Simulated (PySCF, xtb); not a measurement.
C5H9F, SMILES C[C@H](F)C1CC1.

GFN2-xTB (xtb) at its own geometry gives an orbital gap of 9.58 eV and a dipole moment of 2.46 D.

Geometry: B3LYP-D3(BJ)/def2-SVP. The structure was generated by enumeration; whether it is a known compound was not checked. One conformer was computed; it need not be the lowest.

What does HF/def2-TZVP in PySCF give? (Estimate from the structure and the level; the computed values follow.)

gap 15.38 eV (levels -11.45 and 3.93 eV), dipole 2.10 D.
